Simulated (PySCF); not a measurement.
# Does the structure fit the spectrum?

A compound C6H14N2Si gives the data below (simulated from a calculation) and was assigned the structure `C=CN([SiH3])/N=C\CCC`.

13C{1H} NMR (computed): δ 153.8 (C), 109.7 (CH2), 58.3 (CH), 26.8 (CH2), 24.7 (CH3), 17.1 (CH2).

1H NMR (400 MHz, computed): δ 4.72 (m, 1H), 4.63 (m, 1H), 3.13 (m, 1H), 1.84 (s, 3H), 1.81 (m, 1H), 1.66 (m, 1H), 1.62 (m, 1H), 1.58 (m, 1H), 0.55 (br s, 2H), 0.54 (br s, 2H).

[PySCF 2.14.0 with density-fitted response routines: structure optimised with GFN2-xTB; shielding tensors at PBE0/pcSseg-1 (GIAO); no solvent; fast rotation and ring inversion assumed for equivalent nuclei; one computed conformer; no relativistic terms]

Shifts are taken against calculated references (same method and geometry level): 1H and 13C vs TMS.

Q: Compare with the shifts computed for the proposed structure, pairing carbons in order of shift.

A: Numbering as in the mapped SMILES `[CH2:1]=[CH:2][N:3]([SiH3:4])/[N:5]=[CH:6]\[CH2:7][CH2:8][CH3:9]` (H(Xn): hydrogen on atom n).

| atom | computed for proposal | given list | difference |
| --- | --- | --- | --- |
| C2 | 156.6 | 153.8 | +2.8 |
| C6 | 146.4 | 109.7 | +36.7 |
| C1 | 89.1 | 58.3 | +30.8 |
| C7 | 38.9 | 26.8 | +12.1 |
| C8 | 26.7 | 24.7 | +2.0 |
| C9 | 16.9 | 17.1 | -0.2 |

The rms difference is 20.2 ppm and the largest +36.7 ppm at C6 (C=N carbon). The carbon types in order of shift don't match either: CH, CH, CH2, CH2, CH2, CH3 for the proposal against C, CH2, CH, CH2, CH3, CH2 in the data. The proposal doesn't fit.

Q: Which isomer fits?

A: SMILES C=C(C)[C@@H]1CC[Si]1(N)N.

Carbon types of the structure: 1 × C, 1 × CH, 3 × CH2, 1 × CH3, leaving 4 H on heteroatoms. δC 153.8: fully substituted alkene carbon; as expected for a trigonal carbon in a double bond. δC 109.7: terminal =CH2 carbon; as expected for a trigonal carbon in a double bond. δC 24.7: allylic methyl carbon; saturated and bonded to C and H only. δH 1.84: hydrogen on an allylic methyl carbon; allylic position.

Other isomers checked: CC(C)C1=NN([SiH3])CC1 (rms 26.2 ppm); CC1=NN([SiH](C)C)CC1 (rms 29.7 ppm).

The data come from this structure; uniqueness wasn't tested.

OH and NH positions are those of a molecule without intermolecular hydrogen bonds; in solution they move with solvent, concentration and temperature, and exchange usually removes their couplings. Shifts are as computed. Against solution values, carbons near 30 ppm lie about +3 ppm off and those near 130 ppm about +5 ppm. Of 1211 compounds with measured shifts, 218 miss one by over three times the rms of a fit or turn the order of signals round; such compounds aren't used in these exercises. Multiplicities follow the n + 1 count of equivalent neighbours, as no J values were calculated; m marks all less simple cases, F and P coupling included.
